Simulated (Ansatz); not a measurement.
Relaxing a trial structure of AlClH3NSi

The starting geometry of this gas-phase singlet was optimised with GFN2-xTB; its bonds are those of `Cl[Si]1=[NH+][AlH2-]1`.

```xyz
7

Al   -1.8033    0.0353   -0.8558
Cl    2.0287   -0.8502    1.1986
N    -0.7876    0.1564    0.6864
Si    0.4697   -0.6749   -0.1231
H    -1.9112    1.2583   -1.7987
H    -2.9389   -1.0143   -0.9376
H    -0.7405    0.4801    1.6451
```

**Question.** Where would you expect an optimisation with PBE0-D3(BJ)/def2-SVP to take it?

**Answer.** A bond breaks, leaving `[AlH2][NH][Si]Cl`. Contacts that open: Al1–Si4 (2.49 → 3.16 Å).

The energy falls by 0.63 eV over 15 steps:

```
step  E − E(last) (eV)
   1             0.630
   3             0.449
   4             0.422
   6             0.314
   7             0.262
   9             0.109
  10             0.031
  12             0.001
  13             0.000
  15             0.000
```

Final geometry (Å):

```json
{"atom": "Al", "x (Å)": "-2.0432", "y (Å)": "0.1667", "z (Å)": "-0.7801"}
{"atom": "Cl", "x (Å)": "1.9549", "y (Å)": "-0.6514", "z (Å)": "1.6541"}
{"atom": "N", "x (Å)": "-0.6167", "y (Å)": "-0.2180", "z (Å)": "0.2736"}
{"atom": "Si", "x (Å)": "1.0378", "y (Å)": "0.1367", "z (Å)": "-0.0906"}
{"atom": "H", "x (Å)": "-1.7448", "y (Å)": "0.8919", "z (Å)": "-2.1536"}
{"atom": "H", "x (Å)": "-3.4774", "y (Å)": "-0.2483", "z (Å)": "-0.2538"}
{"atom": "H", "x (Å)": "-0.7936", "y (Å)": "-0.6870", "z (Å)": "1.1650"}
```

The end wasn't checked by frequencies. Run with Ansatz 0.2.0, 12 s on 2 threads of Intel(R) Xeon(R) 6975P-C (Granite Rapids), on a shared host.
